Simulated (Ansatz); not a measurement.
Naphthyltetrahydrothiophenium benzoate, `CCCCOc1ccc([S+]2CCCC2)c2ccccc12.O=C([O-])c1ccccc1`, relaxed as a singlet with RKS PBE-D4/def2-SVP in Ansatz, starting from the GFN2-xTB geometry. Force threshold 0.03 eV/Å.

Single mean-field runs in def2-SVP are fitted with def2-universal-jkfit.

Start:

```xyz
57

C    -4.731    4.477   -1.506
C    -3.610    3.585   -0.990
C    -2.649    4.361   -0.092
C    -1.547    3.457    0.448
O    -0.834    2.944   -0.660
C    -0.055    1.855   -0.476
C     0.375    1.395    0.745
C     1.183    0.253    0.830
C     1.554   -0.430   -0.290
S     2.577   -1.903   -0.215
C     3.484   -1.856    1.374
C     4.678   -0.939    1.238
C     5.234   -1.182   -0.160
C     4.043   -1.066   -1.088
C     1.098   -0.020   -1.567
C     1.363   -0.741   -2.747
C     0.921   -0.294   -3.962
C     0.178    0.890   -4.056
C    -0.134    1.590   -2.925
C     0.313    1.156   -1.662
H    -5.326    4.861   -0.679
H    -4.318    5.324   -2.053
H    -5.385    3.916   -2.170
H    -4.033    2.747   -0.429
H    -3.046    3.172   -1.828
H    -3.188    4.789    0.755
H    -2.195    5.173   -0.664
H    -1.993    2.630    1.018
H    -0.868    4.018    1.106
H     0.099    1.898    1.659
H     1.477   -0.084    1.809
H     2.791   -1.582    2.160
H     3.781   -2.892    1.530
H     4.368    0.104    1.332
H     5.418   -1.157    2.008
H     5.666   -2.183   -0.212
H     6.014   -0.461   -0.412
H     4.203   -1.570   -2.038
H     3.797   -0.025   -1.280
H     1.899   -1.675   -2.674
H     1.131   -0.865   -4.855
H    -0.162    1.234   -5.021
H    -0.736    2.484   -2.974
O    -0.447   -2.444   -0.537
C    -0.082   -2.763    0.584
O     1.129   -2.728    1.016
C    -1.073   -3.190    1.637
C    -2.397   -2.783    1.534
C    -3.302   -3.109    2.527
C    -2.893   -3.864    3.615
C    -1.579   -4.295    3.707
C    -0.667   -3.954    2.726
H    -2.694   -2.205    0.671
H    -4.329   -2.779    2.454
H    -3.596   -4.112    4.397
H    -1.268   -4.897    4.549
H     0.364   -4.269    2.793
```

| step | energy (eV) | largest force component (eV/Å) | SCF passes |
| --- | --- | --- | --- |
| 1 | -43287.0747 | 1.253 | 23 |
| 2 | -43287.5303 | 0.564 | 22 |
| 3 | -43287.6108 | 0.497 | 21 |
| 4 (rejected) | -43287.6079 | 0.976 | 22 |
| 5 | -43287.6328 | 0.179 | 21 |
| 6 | -43287.6432 | 0.170 | 21 |
| 7 | -43287.6563 | 0.078 | 21 |
| 8 | -43287.6697 | 0.149 | 21 |
| 9 | -43287.6776 | 0.229 | 20 |
| 10 | -43287.6884 | 0.159 | 21 |
| 11 | -43287.6993 | 0.445 | 21 |
| 13 | -43287.7111 | 0.234 | 21 |
| 15 | -43287.7228 | 0.115 | 21 |
| 17 | -43287.7313 | 0.099 | 20 |
| 19 | -43287.7382 | 0.124 | 20 |
| 21 | -43287.7414 | 0.066 | 20 |
| 23 | -43287.7455 | 0.061 | 20 |
| 25 | -43287.7472 | 0.071 | 15 |
| 27 | -43287.7485 | 0.066 | 20 |
| 29 | -43287.7509 | 0.053 | 21 |
| 31 | -43287.7524 | 0.076 | 22 |
| 33 | -43287.7544 | 0.050 | 20 |
| 35 | -43287.7551 | 0.031 | 21 |
| 37 | -43287.7554 | 0.013 | 22 |

Force components are those of the run's own axes.

End:

```xyz
57

C    -4.538    5.470   -1.200
C    -3.556    4.441   -0.641
C    -2.170    5.027   -0.350
C    -1.171    4.012    0.181
O    -0.947    3.033   -0.834
C    -0.144    1.976   -0.570
C     0.524    1.776    0.637
C     1.353    0.641    0.811
C     1.504   -0.289   -0.202
S     2.601   -1.708   -0.049
C     3.500   -1.525    1.556
C     4.723   -0.642    1.346
C     5.276   -0.978   -0.046
C     4.088   -0.909   -1.001
C     0.808   -0.148   -1.446
C     0.882   -1.107   -2.497
C     0.217   -0.899   -3.695
C    -0.560    0.271   -3.895
C    -0.679    1.209   -2.880
C    -0.008    1.022   -1.640
H    -4.691    6.314   -0.494
H    -4.171    5.903   -2.154
H    -5.531    5.019   -1.399
H    -3.964    3.997    0.294
H    -3.444    3.596   -1.352
H    -2.251    5.845    0.399
H    -1.751    5.491   -1.270
H    -1.564    3.515    1.099
H    -0.205    4.501    0.449
H     0.424    2.486    1.467
H     1.866    0.515    1.773
H     2.761   -1.199    2.306
H     3.754   -2.575    1.801
H     4.433    0.429    1.389
H     5.468   -0.815    2.150
H     5.709   -2.001   -0.039
H     6.088   -0.287   -0.354
H     4.213   -1.493   -1.932
H     3.811    0.131   -1.258
H     1.413   -2.052   -2.316
H     0.274   -1.660   -4.488
H    -1.083    0.425   -4.851
H    -1.292    2.110   -3.012
O     0.089   -3.201   -0.516
C     0.139   -3.127    0.727
O     1.044   -2.500    1.412
C    -0.940   -3.807    1.556
C    -1.972   -4.502    0.898
C    -2.980   -5.139    1.635
C    -2.963   -5.088    3.040
C    -1.935   -4.396    3.702
C    -0.928   -3.758    2.962
H    -1.950   -4.518   -0.202
H    -3.785   -5.682    1.115
H    -3.754   -5.589    3.620
H    -1.922   -4.355    4.803
H    -0.112   -3.209    3.455
```

By distances, no bond broke or formed. The bond that changes most is S10–C14, from 1.90 to 1.94 Å (atoms count from 1).

No frequencies were taken in this run, so the end may be a saddle point.

It took 4.5 min on 2 threads of AMD EPYC 7R13 on a shared host and a share (18 GiB) of an NVIDIA H100 80GB HBM3, peak host memory 1.1 GiB.
